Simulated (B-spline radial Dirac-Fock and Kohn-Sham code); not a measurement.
ΔSCF core binding energies without Breit or QED terms, calculated with a radial atomic solver.

A sound run for I⁺, [Kr] 4d10 5s2 5p4: The ground state converged in 10 iterations, with total energy -7115.41771 Ha, virial ratio 1.94344 and highest orbital energy -19.12 eV. ΔSCF binding energies: K (1s) 33303.3 eV, L3 (2p3/2) 4585.4 eV, M5 (3d5/2) 638.8 eV.

A second run, with one unsound setting: The ground state converged in 10 iterations, with total energy -6604.31254 Ha, virial ratio 2.06070 and highest orbital energy -19.77 eV. ΔSCF binding energies: K (1s) 27478.7 eV, L3 (2p3/2) 4624.7 eV, M5 (3d5/2) 649.4 eV.

```
iter   energy (Ha)        error
   1    -6599.53450724  2.37e+00
   2    -6602.92030517  2.74e-01
   3    -6604.23182372  6.06e-02
   4    -6604.30703029  1.53e-02
   5    -6604.31140912  8.13e-03
   6    -6604.31253259  4.82e-04
   7    -6604.31253888  1.95e-04
   8    -6604.31253932  1.55e-05
   9    -6604.31253933  1.80e-06
  10    -6604.31253933  8.32e-08
```

Question: Which fault fits the second run best?
A. speed of light below Z
B. nuclear radius in wrong units
C. overfilled shell
D. unbound anion

Answer: B. The input had radius_factor = 100.0: radius_factor inflates the nucleus far beyond its size, which weakens the binding of the inner electrons.
